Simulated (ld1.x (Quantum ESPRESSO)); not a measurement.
# What one change does to a pseudopotential (W, PAW)

tungsten (W), PAW, made with ld1.x (Quantum ESPRESSO) 7.5 (PBE, scalar-relativistic). Core [Xe], reference 4f14 5d4 6s2 6p0. Waves: 6s (bound): rcut 2.35, rcutus 2.80 bohr; 6s channel at 3.5 Ry: rcut 2.35, rcutus 2.80 bohr; 6p (bound, empty): rcut 2.35, rcutus 3.25 bohr; 6p channel at 4 Ry: rcut 2.35, rcutus 3.25 bohr; 5d (bound): rcut 1.75, rcutus 2.30 bohr; 5d channel at 2.75 Ry: rcut 1.75, rcutus 2.30 bohr; 4f (bound): rcut 0.95, rcutus 1.20 bohr; 4f channel at -1.6 Ry: rcut 0.95, rcutus 1.20 bohr. Local part: all-electron potential smoothed inside 2.75 bohr (lloc = -1). Core correction: Bessel-smoothed model core inside 0.85 bohr. Augmentation charge: BESSEL, radius 0.90 bohr.

Change: local potential all-electron potential smoothed inside 1.14 bohr (lloc = -1).

Cutoffs: the cutoffs (Ry, on a coarse ladder) from which the occupation-weighted sum of valence levels, in a spherical-Bessel basis at the reference potential, stays within 10 and 1 mRy of its value at 400 Ry; they do not see the model core or the augmentation charge, which bear on the density cutoff. Errors are all-electron minus pseudo energies relative to the spin-unpolarised reference configuration.

Problem. What does the change do?

Solution. A bound ghost appears in p, which as a rule spoils a file; of the 7 tests that both files solve, the error grows in 4 and shrinks in 3 by more than 15 % and 0.3 meV (median size 29.8 → 42.7 meV); the range in which the s phases agree narrows (upper end at the end of the scan → 2.1); the range in which the d phases agree narrows (upper end at the end of the scan → 1.0). A state that the projectors do not describe sees the local part alone, so a deeper or shallower local part can create or remove a ghost.

```tsv
quantity	base	changed
cutoffs, loose and tight	140 Ry, 230 Ry	not determined
bound ghosts	none	p (s, d not tested, overlap not positive)
error for 4f14 5d4 6s1 6p0, meV [ΔE 8.88 eV]	-2.3	+10
error for 4f14 5d4 6s0 6p0, meV [ΔE 24.56 eV]	-14	+80
error for 4f14 5d3 6s0 6p0, meV [ΔE 49.94 eV]	-149	+15
error for 4f13 5d5 6s1 6p0, meV [ΔE 41.82 eV]	-1556	-220
error for 4f14 5d5 6s0 6p0, meV [ΔE 9.69 eV]	-30	+43
error for 4f13 5d5 6s2 6p0, meV [ΔE 32.72 eV]	-1404	-327
error for 4f14 5d4 6s1.5 6p0, meV [ΔE 3.63 eV]	-0.8	+1.3
s: phases at 3.54 bohr within 0.05 rad from the reference energy up to (Ry; the scan ends near 5)	to the end of the scan	2.1
p: phases at 3.54 bohr within 0.05 rad from the reference energy up to (Ry; the scan ends near 5)	to the end of the scan	to the end of the scan
d: phases at 3.54 bohr within 0.05 rad from the reference energy up to (Ry; the scan ends near 5)	to the end of the scan	1.0
f: phases at 3.54 bohr within 0.05 rad from the reference energy up to (Ry; the scan ends near 5)	3.0	to the end of the scan
lowest overlap eigenvalue by channel	s 0.69, p 0.86, d 0.21, f 1.00	s -0.01, p 0.65, d -0.59, f 1.00
```

Changed file: the overlap operator is not positive definite in a basis up to 400 Ry (lowest eigenvalue s -0.01, d -0.59), so the file is unfit for use: the generalised eigenproblem breaks down once the basis is large enough, and its test numbers describe a broken file. A true bound ghost makes a file unfit for plane-wave use even where its test errors are small: the radial tests pick states by their node count and pass the ghost by.
